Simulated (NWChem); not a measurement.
# C₅H₅FSi; SMILES C#C[Si](C)(F)C#C

Computed with NWChem. Medium grid unless said otherwise, to which SCAN and Minnesota functionals are sensitive. All runs use the structure optimised with B3LYP/6-31G* (spherical d).

For level PW6B95/def2-SVP:

| Item | Result |
|---|---|
| highest occupied level (eV) | -8.32 |
| orbital gap (eV) | 7.66 |

How do the values read with level r2SCAN/def2-SVP instead?

The highest occupied level (eV) comes out as -7.30 and the orbital gap (eV) comes out as 5.82.
